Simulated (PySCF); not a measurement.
C3H6O, SMILES C=C(C)O.

Coordinates come from a PBE0-D3(BJ)/def2-SVP optimisation. The values are those of a single conformer.

The numbers are results of PySCF with SMD-M06-2X/def2-SVP, not measurements.

Solvation free energies are E(SMD) − E(gas) at the gas-phase geometry, for 1 M in both phases. In vacuum the dipole moment is 0.53 D.

**Question.** Estimate the solvation free energies in water, chloroform, diethylether. (The exact figures need the calculation; the answer reports its results.)

**Answer.** 
```
solvent       ΔG(solv) (kcal/mol)  its non-electrostatic (CDS) part  dipole (D)
------------  -------------------  --------------------------------  ----------
water                        -3.1                               3.8        0.74
chloroform                   -4.1                              -0.5        0.58
diethylether                 -3.8                              -1.2        0.54
```
